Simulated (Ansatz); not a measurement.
Two members of one family (Series AlX3), computed with Ansatz in the gas phase. The two geometries come from different levels. Binding counts from free atoms in the multiplicity of their measured ground term, without zero-point energy. A dash marks a value that wasn't run or was left out as unsound. The structures are stationary points that may keep the symmetry of their start. Remarks come from the PBE and PBE0 runs and from stability tests at other levels; not every state was tested. A HOMO above zero means that the electron is unbound at that level and held by the basis, or that self-interaction error raises the level; the energy of removing that electron tells which.

First: AlH3 (singlet, charge 0, PBE0-D4/def2-TZVP geometry).

Cartesian coordinates in Å:
```
Al 0.000 0.000 0.000
H -1.326 -0.564 0.662
H 1.156 0.586 0.915
H 0.171 -0.021 -1.576
```

```tsv
level	HOMO (eV)	LUMO (eV)	gap (eV)	vertical EA (eV)	binding per atom (eV)
LDA (SPW92)/def2-TZVP	-7.32	-2.76	4.55	–	2.44
PBE-D4/def2-TZVPD	-7.30	-2.54	4.77	0.22	2.21
r2SCAN-D4/def2-TZVPD	-7.61	-2.13	5.48	0.26	2.29
PBE0-D4/def2-SVP	-8.56	-1.74	6.83	–	2.23
PBE0-D4/def2-TZVP	-8.58	-1.75	6.83	–	2.23
```

Remarks: HOMO above zero (-1 doublet).

Second: AlCl3 (singlet, charge 0, PBE-D4/def2-TZVP geometry).

```xyz
4

Al    0.0000    0.0000    0.0000
Cl    0.5318    1.1743    1.6377
Cl   -0.0104    0.8246   -1.9145
Cl   -0.5214   -1.9989    0.2768
```

Q: Estimate the same table for the second.

A: 
```tsv
level	HOMO (eV)	LUMO (eV)	gap (eV)	vertical EA (eV)	binding per atom (eV)
LDA (SPW92)/def2-TZVP	-8.11	-2.54	5.56	–	3.73
PBE-D4/def2-TZVPD	-8.02	-2.40	5.62	0.37	3.36
r2SCAN-D4/def2-TZVPD	-8.37	-1.92	6.44	0.18	3.41
PBE0-D4/def2-SVP	-9.25	-1.21	8.04	–	3.34
PBE0-D4/def2-TZVP	-9.39	-1.39	8.00	–	3.34
```

Remarks: HOMO above zero (-1 doublet).
